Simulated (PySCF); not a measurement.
Molecule: C3H2F3 (charge 0, doublet). It need not be the lowest isomer of its formula. SMILES: C=C(F)[C](F)F
Geometry from a B3LYP-D3(BJ)/def2-TZVP (Ansatz) optimisation:
```xyz
8

C     -1.8748    -0.1847     0.2934
C     -0.6657     0.1415    -0.2531
F     -0.6267     0.8188    -1.4216
C      0.5790    -0.1504     0.2674
F      1.7173     0.1853    -0.2966
F      0.7402    -0.8056     1.4004
H     -1.9237    -0.7249     1.2250
H     -2.7846     0.1002    -0.2107
```
Charge 0, spin multiplicity 2.

Dispersion corrections to the total energy (kcal/mol) from the dftd3 and dftd4 libraries through PySCF: D3(BJ) without and D4 with the three-body term, each with the damping fitted for the functional named.

```csv
functional,D3(BJ),D4
B3LYP,-5.18,-4.94
B2PLYP,-2.32,-2.15
TPSS,-3.75,…
B2GP-PLYP,-1.69,…
HF,-26.23,-12.21
BLYP,-6.39,-7.04
LC-wPBE,-2.70,…
```

Problem. Complete the blanks.

Solution. 
- TPSS, D4: -4.19
- B2GP-PLYP, D4: -1.27
- LC-wPBE, D4: -3.40
